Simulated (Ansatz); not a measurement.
C2H9InOSi, SMILES `C[CH2][InH][O][SiH3]`. The species carries charge 0 and has multiplicity 1. In: def2 effective core potential. The geometry is a stationary point of PBE0-D4/def2-TZVP. It is one conformer, not always the lowest.

```xyz
14

C    -1.485    0.188   -0.742
C    -0.542   -0.511   -1.711
In    1.430   -0.840   -0.923
O     1.609   -0.138    0.945
Si    0.848    0.595    2.168
H    -1.627   -0.387    0.177
H    -2.473    0.334   -1.190
H    -1.113    1.171   -0.446
H    -0.423    0.063   -2.635
H    -0.931   -1.488   -2.012
H     2.926   -1.521   -1.387
H     1.766    0.757    3.331
H     0.356    1.955    1.788
H    -0.341   -0.180    2.636
```

Question: What is the dipole moment at B3LYP/def2-TZVPP? (Best estimate.)

Answer: The calculation gave: 3.41 D, with components (-1.02, -0.93, -3.12) D in this frame, pointing from negative to positive charge.

Question: And with PBE, r2SCAN, ωB97M-V? (An estimate is asked.)

Answer: Ansatz gave: PBE 3.33 D, r2SCAN 3.41 D, ωB97M-V 3.43 D.

Question: Give the Mulliken charges with B3LYP, r2SCAN, ωB97M-V in def2-TZVPP. (Estimate.)

Answer: Ansatz gave: 
```json
{"atom": "C1", "B3LYP": "-0.25", "r2SCAN": "-0.15", "ωB97M-V": "-0.34"}
{"atom": "C2", "B3LYP": "-0.38", "r2SCAN": "-0.30", "ωB97M-V": "-0.42"}
{"atom": "In3", "B3LYP": "0.73", "r2SCAN": "0.71", "ωB97M-V": "0.69"}
{"atom": "O4", "B3LYP": "-0.57", "r2SCAN": "-0.59", "ωB97M-V": "-0.58"}
{"atom": "Si5", "B3LYP": "0.43", "r2SCAN": "0.46", "ωB97M-V": "0.33"}
{"atom": "H6", "B3LYP": "0.09", "r2SCAN": "0.06", "ωB97M-V": "0.11"}
{"atom": "H7", "B3LYP": "0.09", "r2SCAN": "0.05", "ωB97M-V": "0.12"}
{"atom": "H8", "B3LYP": "0.09", "r2SCAN": "0.06", "ωB97M-V": "0.11"}
{"atom": "H9", "B3LYP": "0.10", "r2SCAN": "0.07", "ωB97M-V": "0.13"}
{"atom": "H10", "B3LYP": "0.10", "r2SCAN": "0.07", "ωB97M-V": "0.13"}
{"atom": "H11", "B3LYP": "-0.11", "r2SCAN": "-0.11", "ωB97M-V": "-0.07"}
{"atom": "H12", "B3LYP": "-0.10", "r2SCAN": "-0.11", "ωB97M-V": "-0.06"}
{"atom": "H13", "B3LYP": "-0.11", "r2SCAN": "-0.11", "ωB97M-V": "-0.07"}
{"atom": "H14", "B3LYP": "-0.11", "r2SCAN": "-0.11", "ωB97M-V": "-0.07"}
```

B3LYP here is the variant with VWN-RPA as its local correlation; programs differ in this.
